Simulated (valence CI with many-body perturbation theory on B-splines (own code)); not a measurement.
# Se¹⁰⁺: magnetic and hyperfine properties of the levels

Calculated by valence CI with perturbative core correlation (CI+MBPT): six valence electrons over a frozen Dirac-Fock core [Ar], radial functions for each j: 7 s, 7 p, 8 d, 6 f, 4 g, 1 h, with the one-electron correlation potential Σ1 (screened to all orders), the two-electron term Σ2, the three-electron term Σ3, Breit, model QED; selected single and double excitations, second order for the rest, scaled by the run's own slope (own B-spline code, finite nucleus).

No measured levels were compared; by estimate terms of the open shell hold to 2 to 4 % of their energy, and close levels can change places. Core correlation moves these levels by up to 5300 cm⁻¹, and in measured spectra 5 to 20 % of such shifts remained as error; rates that hang on mixing are uncertain with them. Among the levels kept, up to 730 cm⁻¹ of a level comes from second order outside the variational space, and about a tenth of that is noise between levels of different J, which matters for small intervals. Only levels of the ground parity were solved; by the run's estimate the other parity begins above the list, which can be wrong where configurations are misplaced.

A/g_I is the dipole constant over the nuclear g factor μ/I (μ in nuclear magnetons, uniformly magnetised nucleus), B/Q the quadrupole constant per barn. Both hold the static response of the core; the bare values leave it out. Large factors of s and p1/2 electrons are usually good to 5 to 10 %; those of open d and f shells near neutrality can be off by tens of per cent, and small factors of p3/2, d and f electrons come from cancelling terms and can be off by a factor of two or in sign, in half-filled shells by more. B is blank for J = 1/2, where it vanishes, and for nearly pure S terms. Energies count from the lowest level. Levels with J = 0 are left out.

Names give the largest LS component (configuration and term), which can be under half, so a name can repeat, a term be missing and a line seem to break the LS rules; names also repeat where a configuration has a term twice. Letters in brackets count levels of one name in rising energy.

```tsv
Level	E (cm⁻¹)	g	A/g_I (MHz)	A/g_I bare	B/Q (MHz/b)	B/Q bare
3d⁶ ⁵D_4	0.0	1.496	1010	1300	3120	3230
3d⁶ ⁵D_3	3873	1.497	657	943	753	781
3d⁶ ⁵D_2	6065	1.498	532	816	-670	-692
3d⁶ ⁵D_1	7401	1.498	448	732	-1070	-1110
3d⁶ ³P_2 [a]	43786	1.489	744	1030	-373	-377
3d⁶ ³H_6	44678	1.161	2010	2130	-1680	-1730
3d⁶ ³H_4	45228	0.990	1980	2010	845	872
3d⁶ ³H_5	46132	1.057	2030	2090	-210	-214
3d⁶ ³F_4 [a]	50607	1.047	2000	2060	-329	-339
3d⁶ ³F_3 [a]	50916	1.037	2140	2190	1010	1040
3d⁶ ³F_2 [a]	52345	0.677	3160	3030	150	154
3d⁶ ³P_1 [a]	54338	1.478	507	780	70.7	74.2
3d⁶ ³G_5	57256	1.174	1930	2050	-570	-590
3d⁶ ³G_4	60459	1.059	2300	2370	-311	-321
3d⁶ ³G_3	61559	0.799	2910	2840	167	173
3d⁶ ¹I_6	69735	1.003	2350	2390	-3100	-3210
3d⁶ ³D_2	70731	1.158	1850	1960	169	177
3d⁶ ³D_1	71601	0.523	3450	3240	108	113
3d⁶ ³D_3	72203	1.326	1350	1550	-645	-664
3d⁶ ¹G_4 [a]	74526	1.005	2430	2470	1390	1440
3d⁶ ¹D_2 [a]	85193	1.010	2250	2280	-1700	-1760
3d⁶ ¹F_3	97707	1.006	2390	2430	-3740	-3880
3d⁶ ³P_1 [b]	113890	1.497	302	579	309	316
3d⁶ ³F_4 [b]	117040	1.241	1650	1810	-4220	-4370
3d⁶ ³F_2 [b]	117210	0.669	3490	3360	-2610	-2700
3d⁶ ³F_3 [b]	118920	1.078	2130	2200	-3230	-3350
3d⁶ ³P_2 [b]	120760	1.492	1060	1340	-1470	-1520
3d⁶ ¹G_4 [b]	132560	1.007	2270	2310	-1310	-1350
3d⁶ ¹D_2 [b]	176360	0.999	2380	2410	3790	3930
```

(1) Take the isotope of mass number 79, with I = 7/2, μ = -1.018 μN and Q = 0.8 b. What is the hyperfine structure of 3d⁶ ³H_6?

Results:

(1) From the table A = -584 MHz, B = -1340 MHz. Shifts from the centre of gravity in MHz: F = 5/2: 13800, F = 7/2: 12000, F = 9/2: 9570, F = 11/2: 6580, F = 13/2: 2920, F = 15/2: -1450, F = 17/2: -6600, F = 19/2: -12600.
